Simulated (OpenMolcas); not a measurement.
## Mn³⁺: effect of the IPEA shift

- Program: OpenMolcas
- Basis: ANO-RCC-VQZP [7s6p4d3f2g1h]
- Scalar Hamiltonian: DKH2, point nucleus
- Active space: 4 electrons in 5 orbitals (3d)
- State averaging: 2S+1 = 5 even, 5 roots; 2S+1 = 3 even, 45 roots; 2S+1 = 1 even, 50 roots
- Spin-orbit coupling: RASSI with atomic mean-field integrals over the reference wave functions, term energies averaged over their components

Methods on the same reference wave functions:
A. CASSCF
B. MS-CASPT2, IPEA 0.25 Eh, imaginary shift 0.1 Eh (closed shells correlated: 3s 3p)
C. MS-CASPT2, IPEA 0.5 Eh, imaginary shift 0.1 Eh (closed shells correlated: 3s 3p)

Energies in eV above 3d⁴ ⁵D₀, the measured ground level; measured values from Corliss and Sugar, J. Phys. Chem. Ref. Data 6, 1253 (1977).

```json
{"Level": "3d⁴ ⁵D₀", "A": "0.0000", "B": "0.0000", "C": "0.0000", "Measured": "0.0000"}
{"Level": "3d⁴ ⁵D₁", "A": "0.0123", "B": "0.0125", "C": "0.0125", "Measured": "0.0123"}
{"Level": "3d⁴ ⁵D₂", "A": "0.0363", "B": "0.0368", "C": "0.0368", "Measured": "0.0356"}
{"Level": "3d⁴ ⁵D₃", "A": "0.0712", "B": "0.0719", "C": "0.0718", "Measured": "0.0685"}
{"Level": "3d⁴ ⁵D₄", "A": "0.1160", "B": "0.1165", "C": "0.1164", "Measured": "0.1098"}
{"Level": "3d⁴ ³H₄", "A": "2.9539", "B": "2.634", "C": "2.671", "Measured": "2.6385"}
{"Level": "3d⁴ ³H₅", "A": "2.9794", "B": "2.661", "C": "2.698", "Measured": "2.6625"}
{"Level": "3d⁴ ³H₆", "A": "3.0081", "B": "2.691", "C": "2.728", "Measured": "2.6879"}
{"Level": "3d⁴ ³P₀(1)", "A": "3.1857", "B": "2.549", "C": "2.615", "Measured": "2.5608"}
{"Level": "3d⁴ ³P₁(1)", "A": "3.2583", "B": "2.624", "C": "2.690", "Measured": "2.6382"}
{"Level": "3d⁴ ³P₂(1)", "A": "3.3893", "B": "2.755", "C": "2.821", "Measured": "2.7679"}
{"Level": "3d⁴ ³F₂(1)", "A": "3.3978", "B": "2.824", "C": "2.889", "Measured": "2.8257"}
{"Level": "3d⁴ ³F₃(1)", "A": "3.4062", "B": "2.834", "C": "2.899", "Measured": "2.8346"}
{"Level": "3d⁴ ³F₄(1)", "A": "3.4201", "B": "2.849", "C": "2.913", "Measured": "2.8466"}
{"Level": "3d⁴ ³G₃", "A": "3.7212", "B": "3.180", "C": "3.228", "Measured": "3.1542"}
{"Level": "3d⁴ ³G₄", "A": "3.7521", "B": "3.211", "C": "3.259", "Measured": "3.1828"}
{"Level": "3d⁴ ³G₅", "A": "3.7782", "B": "3.239", "C": "3.286", "Measured": "3.2084"}
{"Level": "3d⁴ ¹I₆", "A": "4.4385", "B": "3.984", "C": "3.999", "Measured": ""}
{"Level": "3d⁴ ¹G₄(1)", "A": "4.6806", "B": "3.927", "C": "3.961", "Measured": ""}
{"Level": "3d⁴ ³D₃", "A": "4.8021", "B": "3.948", "C": "4.020", "Measured": "3.8913"}
{"Level": "3d⁴ ³D₂", "A": "4.8122", "B": "3.958", "C": "4.031", "Measured": "3.9022"}
{"Level": "3d⁴ ³D₁", "A": "4.8232", "B": "3.969", "C": "4.041", "Measured": "3.9155"}
{"Level": "3d⁴ ¹S₀(1)", "A": "5.4306", "B": "4.239", "C": "4.323", "Measured": ""}
{"Level": "3d⁴ ¹D₂(1)", "A": "5.8053", "B": "5.007", "C": "5.026", "Measured": ""}
```

Deviations, from unrounded energies. A percentage is the sum of absolute deviations over the sum of measured energies, with the sign that they share, or ± where signs differ.

```json
{"Against measurement": "mean absolute deviation (cm-1)", "Levels": "19", "A": "3800", "B": "130", "C": "460"}
{"Against measurement": "fine structure of the ground term (%)", "Levels": "4", "A": "±4.3", "B": "+5.1", "C": "+5.0"}
{"Against measurement": "other terms of the ground configuration (%)", "Levels": "15", "A": "+19.6", "B": "±0.7", "C": "+2.3"}
```

B lies closest to measurement on these levels and A furthest from it. The largest miss of B in the table is 3d⁴ ³D₃, by +450 cm-1. The ranking rests on the paired levels alone, and a cruder setting can come out closer through cancelling errors.

Between B and C the level of the table that moves most is 3d⁴ ¹S₀(1), by 680 cm-1 (lowest in B, highest in C). Moves below CASPT2's spread within the term are not significant.

The mean deviations of B to C differ by less than CASPT2's widest spread within a term (1800 cm-1), so their order carries little weight.

From A to B the spin-free energies of the other terms of 3d⁴ shown, above ⁵D, scale by factors of 0.78 to 0.90, as is usual when dynamic correlation screens the repulsion within a d or f shell.

The lowest spin-free term lies below A's lowest term by 0.419 hartree in B, 0.411 hartree in C.

CASPT2 breaks the degeneracy within a term, and the mean is taken; among the terms shown or strongly mixed into the levels shown the widest spread is 1800 cm-1 (3d⁴ ¹I, C). The CASPT2 spread within a term exceeds the gap to the next term for 3d⁴ ³H and 3d⁴ ³P(1), 3d⁴ ¹G(1) and 3d⁴ ³D, 3d⁴ ³D and 3d⁴ ¹I, so the order of their levels is uncertain (figures for B; the like holds for C). Without dynamic correlation excited terms often stand tens of per cent too high (terms of higher spin than the ground term too low), and those without a measured partner can miss by more than the paired ones (holds for A). Measured partners are found by configuration, term and J. A level has none where our copy of the source lacks it or the pairing is in doubt (some pairs that miss far off the trend of their configuration count as doubtful), and it then counts in no deviation. Only configurations of the active space appear. Levels that lie high or do not pair safely by name in every column are left out.

A number in round brackets counts repeated terms of one configuration in the order of the reference energies.
